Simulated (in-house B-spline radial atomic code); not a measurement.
## RPA and G0W0 on BHandHLYP: Sn4+

Configuration [Kr] 4d10, mean-field start BHandHLYP. Computed with a B-spline radial code for spherical atoms: all electrons, non-relativistic, point nucleus, each spin shell either full or empty, empty states to l = 9 with an (l + 1/2)⁻⁴ tail; G0W0 by contour deformation at full frequency.

Without relativity these are model numbers: it shifts the levels of so heavy an element strongly and can reorder them.

Command:
```bash
python run_gw.py task.json out
```
Settings (radii: box in bohr, nucleus in fm):
```
Z                        50
electrons                46
configuration            [Kr] 4d10
hamiltonian              nr
method                   bhandhlyp
lmax                     9
spin_polarised           False
box_radius               11.96
intervals                52
```

Run time, properties included: 2.3 s on 1 thread of AMD EPYC 7R43 64-Core Processor (shared host).

Energies (hartree):

| term | value |
| --- | --- |
| mean-field total | -6022.13903 |
| Hartree-Fock functional on these orbitals | -6019.77008 |
| direct second order | -3.8317 |
| second-order exchange | 1.0622 |
| SOSEX correction | 1.0005 |

Problem. What is the RPA correlation energy, and what remains with SOSEX?

Solution. RPA gives -3.4343 hartree (-2.03 eV per electron); RPA + SOSEX gives -2.4338, and the second-order doubles -2.7696 hartree (no singles). SOSEX takes back 29 % of the RPA value.

Quasi-particle levels (eV):

```tsv
level	occupied	mean field	Σx - vxc	Σc	QP weight	G0W0
4d	yes	-73.86	-4.50	?	?	?
5s	no	-41.95	4.22	-1.69	0.984	-39.42
```

G0W0 = mean field + (Σx - vxc) + Σc, with Σc (partial-wave tail included) taken at the quasi-particle energy. Only the outer levels were computed. Levels of low weight are left out.

Problem. Where does G0W0 put 4d?

Solution. At -78.32 eV, with Σc = 0.04 eV and a quasi-particle weight of 0.960. The tabulated removal energy is 77.03 ± 0.04 eV (NIST, measured); the calculation leaves out relativity, Breit and QED terms, and what these don't explain is the method's own error.
